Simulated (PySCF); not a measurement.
Simulation results for C2H8BN, C2H9BSi, CH7BNSi, CH7BOSi and others

All values are calculated (PySCF 2.14.0). Calculation on a computer-drawn molecule: the log of a Hartree-Fock and frozen-core CCSD(T) single point meant for a local Hartree-Fock minimum, with one planted fault or none, to be diagnosed. Offsets are logged minus clean, where the clean run is the same molecule without the fault. The reference is restricted for singlets and unrestricted otherwise, and also for a bond in bohr or an excited solution. Adding or removing an electron swaps singlet and doublet. The excited solution moves the top pair (singlet) or top alpha electron (doublet) to the lowest empty orbital. Highest occupied and lowest empty are orbital energies over both spins, largest force is the largest gradient component, triples share is (T) over the correlation energy, the T1 limit is 0.02 restricted and 0.045 unrestricted, electrons count all cores, a negative frequency is imaginary (commonest isotopes), and the dipole is about the centre of nuclear charge.

Common to all runs: meant multiplicity 1; logged SCF converged yes; logged CC converged yes; logged SCF stable within its kind yes; possible faults no fault, one electron removed, one electron added, multiplicity raised by two, geometry at a saddle point, SCF held on an excited solution, minimal basis STO-3G, one bond length entered in bohr, all coordinates scaled.

(1) 
```xyz
12
formula=C2H8BN meant_charge=0 meant_basis=cc-pVDZ logged_electrons=32 logged_basis_functions=96 logged_spin_squared=0.7206 logged_highest_occupied=-10.008 logged_lowest_empty=1.5773 logged_largest_force=0.021351 logged_T1_diagnostic=0.051791 logged_D1_diagnostic=0.26336 logged_triples_share=0.033788 logged_dipole_magnitude=1.1468 logged_energy_HF=-159.39819 logged_energy_CCSD(T)=-160.01143 planted_fault=one_bond_length_entered_in_bohr,row_4_of_the_drawn_bonds HF_energy_offset_from_clean_run=75.78 CCSD(T)_energy_offset_from_clean_run=79.01
C     -1.0827     1.1910     1.7380
B     -0.6612    -0.3128     1.5149
C      0.6704    -0.7425     0.7749
N      0.2712    -0.9782    -0.6332
H     -0.6638     1.6083     3.7332
H     -2.1531     1.3711     1.6106
H     -0.5188     1.9115     1.1395
H     -1.4243    -1.1874     1.8510
H      1.4542     0.0187     0.7748
H      1.1191    -1.6637     1.1509
H     -0.4396    -1.6893    -0.6877
H     -0.1228    -0.1454    -1.0392
```

Units: logged_highest_occupied, logged_lowest_empty in eV; logged_largest_force in hartree/bohr; logged_dipole_magnitude in debye; logged_energy_HF, logged_energy_CCSD(T) in hartree; HF_energy_offset_from_clean_run, CCSD(T)_energy_offset_from_clean_run in kcal/mol.

Drawn bonds:
```
atom  other atom  order
   1           2      1
   2           3      1
   3           4      1
   1           5      1
   1           6      1
   1           7      1
   2           8      1
   3           9      1
   3          10      1
   4          11      1
   4          12      1
```

Notes: T1 above single-reference limit.

(2) 
```xyz
13
formula=C2H9BSi meant_charge=0 meant_basis=cc-pV(D+d)Z logged_electrons=39 logged_basis_functions=110 logged_spin_squared=0.7688 logged_highest_occupied=-17.8 logged_lowest_empty=-8.5891 logged_largest_force=0.079332 logged_T1_diagnostic=0.0378 logged_D1_diagnostic=0.24446 logged_triples_share=0.028744 logged_dipole_magnitude=1.8205 logged_energy_HF=-394.23276 logged_energy_CCSD(T)=-394.77036 planted_fault=one_electron_removed HF_energy_offset_from_clean_run=234.7 CCSD(T)_energy_offset_from_clean_run=249.5
C     -1.1361     0.4578    -1.9516
B     -0.1876    -0.5767    -1.2297
C      0.7661    -0.1981    -0.0433
Si    -0.0263    -0.5283     1.6449
H     -1.2126     1.4294    -1.4576
H     -0.7314     0.6275    -2.9596
H     -2.1417     0.0524    -2.1019
H     -0.2066    -1.7231    -1.6077
H      1.6845    -0.7958    -0.0482
H      1.0365     0.8639    -0.0433
H     -0.3584    -1.9644     1.8030
H     -1.2731     0.2586     1.8073
H      0.9150    -0.1409     2.7218
```

Units: logged_highest_occupied, logged_lowest_empty in eV; logged_largest_force in hartree/bohr; logged_dipole_magnitude in debye; logged_energy_HF, logged_energy_CCSD(T) in hartree; HF_energy_offset_from_clean_run, CCSD(T)_energy_offset_from_clean_run in kcal/mol.

Drawn bonds:
```
atom  other atom  order
   1           2      1
   2           3      1
   3           4      1
   1           5      1
   1           6      1
   1           7      1
   2           8      1
   3           9      1
   3          10      1
   4          11      1
   4          12      1
   4          13      1
```

(3) 
```xyz
13
formula=C2H9BSi meant_charge=0 meant_basis=cc-pV(D+d)Z logged_electrons=40 logged_basis_functions=110 logged_spin_squared=0 logged_highest_occupied=-12.139 logged_lowest_empty=3.5678 logged_largest_force=0.087209 logged_T1_diagnostic=0.0095241 logged_D1_diagnostic=0.030457 logged_triples_share=0.024563 logged_dipole_magnitude=0.90678 logged_energy_HF=-394.49955 logged_energy_CCSD(T)=-395.05035 planted_fault=all_coordinates_scaled,by_-9.0_% HF_energy_offset_from_clean_run=67.29 CCSD(T)_energy_offset_from_clean_run=73.8
C     -1.0338     0.4166    -1.7760
B     -0.1707    -0.5248    -1.1191
C      0.6971    -0.1803    -0.0394
Si    -0.0239    -0.4808     1.4968
H     -1.1035     1.3007    -1.3265
H     -0.6656     0.5710    -2.6933
H     -1.9489     0.0477    -1.9127
H     -0.1880    -1.5680    -1.4630
H      1.5329    -0.7242    -0.0438
H      0.9432     0.7862    -0.0394
H     -0.3261    -1.7876     1.6407
H     -1.1585     0.2353     1.6447
H      0.8326    -0.1282     2.4768
```

Units: logged_highest_occupied, logged_lowest_empty in eV; logged_largest_force in hartree/bohr; logged_dipole_magnitude in debye; logged_energy_HF, logged_energy_CCSD(T) in hartree; HF_energy_offset_from_clean_run, CCSD(T)_energy_offset_from_clean_run in kcal/mol.

Drawn bonds:
```
atom  other atom  order
   1           2      1
   2           3      1
   3           4      1
   1           5      1
   1           6      1
   1           7      1
   2           8      1
   3           9      1
   3          10      1
   4          11      1
   4          12      1
   4          13      1
```

(4) 
```xyz
11
formula=CH7BNSi meant_charge=1 meant_basis=cc-pV(D+d)Z logged_electrons=38 logged_basis_functions=100 logged_spin_squared=0 logged_highest_occupied=-17.242 logged_lowest_empty=-4.7318 logged_largest_force=1.768e-05 logged_lowest_frequency=99.977 logged_T1_diagnostic=0.013459 logged_D1_diagnostic=0.048984 logged_triples_share=0.02774 logged_dipole_magnitude=4.5184 logged_energy_HF=-409.81308 logged_energy_CCSD(T)=-410.35379 planted_fault=no_fault HF_energy_offset_from_clean_run=0 CCSD(T)_energy_offset_from_clean_run=0
C     -1.4209    -1.7117     0.1636
B     -1.0370    -1.6723    -1.3493
N      0.2779    -1.1964    -1.8567
Si     1.5901    -0.6232    -1.0536
H     -2.3359    -1.1263     0.3052
H     -1.6929    -2.7403     0.4249
H     -0.6810    -1.3636     0.8862
H     -1.7865    -2.0280    -2.2039
H      0.3629    -1.2378    -2.8619
H      1.5883    -0.5161     0.3971
H      2.7534    -0.2264    -1.8378
```

Units: logged_highest_occupied, logged_lowest_empty in eV; logged_largest_force in hartree/bohr; logged_lowest_frequency in cm⁻¹; logged_dipole_magnitude in debye; logged_energy_HF, logged_energy_CCSD(T) in hartree; HF_energy_offset_from_clean_run, CCSD(T)_energy_offset_from_clean_run in kcal/mol.

Drawn bonds:
```
atom  other atom  order
   1           2      1
   2           3      1
   3           4      1
   1           5      1
   1           6      1
   1           7      1
   2           8      1
   3           9      1
   4          10      1
   4          11      1
```

(5) 
```xyz
11
formula=CH7BOSi meant_charge=0 meant_basis=cc-pV(D+d)Z logged_electrons=40 logged_basis_functions=100 logged_spin_squared=0.8071 logged_highest_occupied=-9.3681 logged_lowest_empty=1.8465 logged_largest_force=0.010153 logged_T1_diagnostic=0.047085 logged_D1_diagnostic=0.23306 logged_triples_share=0.030031 logged_dipole_magnitude=1.2913 logged_energy_HF=-430.4047 logged_energy_CCSD(T)=-430.97746 planted_fault=one_bond_length_entered_in_bohr,row_10_of_the_drawn_bonds HF_energy_offset_from_clean_run=73.37 CCSD(T)_energy_offset_from_clean_run=78.51
C      0.7620     0.7746    -0.6854
B     -0.4003     0.1879     0.2109
O     -1.3827     0.9412     0.7680
Si    -1.8359     2.5329     0.8214
H      0.7715     0.2659    -1.6559
H      0.7142     1.8523    -0.8627
H      1.7279     0.5470    -0.2193
H     -0.4428    -0.9960     0.4348
H     -0.7609     3.3517     1.4203
H     -2.1266     3.0287    -0.5403
H     -4.1292     2.6897     2.3927
```

Units: logged_highest_occupied, logged_lowest_empty in eV; logged_largest_force in hartree/bohr; logged_dipole_magnitude in debye; logged_energy_HF, logged_energy_CCSD(T) in hartree; HF_energy_offset_from_clean_run, CCSD(T)_energy_offset_from_clean_run in kcal/mol.

Drawn bonds:
```
atom  other atom  order
   1           2      1
   2           3      1
   3           4      1
   1           5      1
   1           6      1
   1           7      1
   2           8      1
   4           9      1
   4          10      1
   4          11      1
```

Notes: T1 above single-reference limit.

(6) 
```xyz
8
formula=CH4B2F meant_charge=1 meant_basis=cc-pVDZ logged_electrons=28 logged_basis_functions=76 logged_spin_squared=0 logged_highest_occupied=-18.787 logged_lowest_empty=-5.6972 logged_largest_force=0.061726 logged_T1_diagnostic=0.01716 logged_D1_diagnostic=0.047605 logged_triples_share=0.027077 logged_dipole_magnitude=1.0427 logged_energy_HF=-188.73153 logged_energy_CCSD(T)=-189.25376 planted_fault=all_coordinates_scaled,by_+5.0_% HF_energy_offset_from_clean_run=10.04 CCSD(T)_energy_offset_from_clean_run=5.645
C     -2.7312    -0.6635    -0.3453
B     -2.0972     0.6716     0.3213
B     -0.4087     1.2374    -0.2139
F      0.7587     1.6353    -0.5740
H     -3.5153    -1.1426     0.3377
H     -3.3044    -0.2763    -1.2771
H     -1.9871    -1.4504    -0.7149
H     -2.6119     1.4614     1.1384
```

Units: logged_highest_occupied, logged_lowest_empty in eV; logged_largest_force in hartree/bohr; logged_dipole_magnitude in debye; logged_energy_HF, logged_energy_CCSD(T) in hartree; HF_energy_offset_from_clean_run, CCSD(T)_energy_offset_from_clean_run in kcal/mol.

Drawn bonds:
```
atom  other atom  order
   1           2      1
   2           3      1
   3           4      1
   1           5      1
   1           6      1
   1           7      1
   2           8      1
```
